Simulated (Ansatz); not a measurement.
Reaction (formal exchange of groups at a Ga–Ge bond): `C#[C][GeH2][GaH][NH2]` + `FCCl` → `[NH2][GaH][CH2]Cl` + `C#[C][GeH2][F]`

Isolated molecules relaxed with PBE0-D4/def2-TZVP in Ansatz; ΔE leaves out vibrations. CCSD(T)/CBS is the MP2 limit (def2-TZVPP, def2-QZVPP) plus CCSD(T) − MP2 in def2-TZVPP, frozen cores. This one scheme is used for every species. DFT in def2-TZVPP. B3LYP here is the variant with VWN-RPA as its local correlation; programs differ in this. For Ga, Ge outer-core shells are correlated without core-valence functions, which leaves a few kJ/mol of doubt a bond. Scalar relativity is left out up to krypton. Each species was taken in one conformer, which may not be the lowest.

| level | ΔE (kJ/mol) | difference from CCSD(T)/CBS |
| --- | --- | --- |
| ωB97M-V | -79.5 | 5.3 |
| B2PLYP | -82.2 | 2.6 |
| PBE0 | -67.5 | 17.3 |
| B3LYP | -73.8 | 11.0 |
| HF/def2-TZVPP | -89.6 | -4.8 |
| MP2/def2-TZVPP | -92.2 | -7.4 |
| SCS-MP2/def2-TZVPP | -92.4 | -7.6 |
| CCSD(T)/def2-TZVPP | -83.2 | 1.6 |
| MP2/def2-QZVPP | -94.1 | -9.3 |
| CCSD/CBS(def2) | -85.8 | -1.0 |
| CCSD(T)/CBS | -84.8 | 0 |

Largest T1 diagnostic among the species: 0.014.

From PBE to PBE0 (25 % exact exchange), in def2-TZVPP and without D4, ΔE moves by −5.0 kJ/mol.
